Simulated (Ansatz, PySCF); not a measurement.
Sb(Cl)2(OMe) (CH3Cl2OSb), SMILES C[O][Sb]([Cl])[Cl]. Atoms are numbered in the order given.

```xyz
8

Sb    -0.6498    -0.2827     0.0000
Cl     0.8828    -0.7274     1.7936
Cl     0.8828    -0.7274    -1.7936
O     -0.5030     1.6821     0.0000
C      0.7323     2.3795     0.0000
H      1.3316     2.1404    -0.8956
H      1.3316     2.1404     0.8956
H      0.5062     3.4573     0.0000
```
Charge 0, spin multiplicity 1.

Coordinates come from a B3LYP-D3(BJ)/def2-SVP optimisation. The def2 effective core potentials stand for the cores of Sb; spin–orbit coupling is left out. The values are those of a single conformer.

Two levels are set side by side: PBE-D3(BJ)/def2-SVP (Ansatz, a quantum-chemistry and plane-wave program) and B3LYP-D3(BJ)/def2-SVP (Ansatz). Each level has its own optimised geometry; the coordinates shown are those of the second. Frequencies come from the Hessian of PySCF at each geometry. Differences are taken from unrounded values.

```tsv
quantity	B3LYP-D3(BJ)	PBE-D3(BJ)	PBE-D3(BJ) minus B3LYP-D3(BJ)
mean bond length (Å)	1.643	1.651	0.009
bond Sb1–Cl2 (Å)	2.401	2.406	0.005
bond Sb1–Cl3 (Å)	2.401	2.406	0.005
bond Sb1–O4 (Å)	1.970	1.991	0.021
bond O4–C5 (Å)	1.419	1.423	0.004
bond C5–H6 (Å)	1.104	1.113	0.009
bond C5–H7 (Å)	1.104	1.113	0.009
bond C5–H8 (Å)	1.101	1.109	0.008
highest harmonic wavenumber (cm⁻¹)	3112	3047	-64
mean harmonic wavenumber (cm⁻¹)	1067	1036	-32
zero-point energy (kcal/mol)	27.47	26.65	-0.82
```

GGA bonds tend to be longer and softer than those of functionals with exact exchange. Differences between two approximate levels are no errors against the true value.
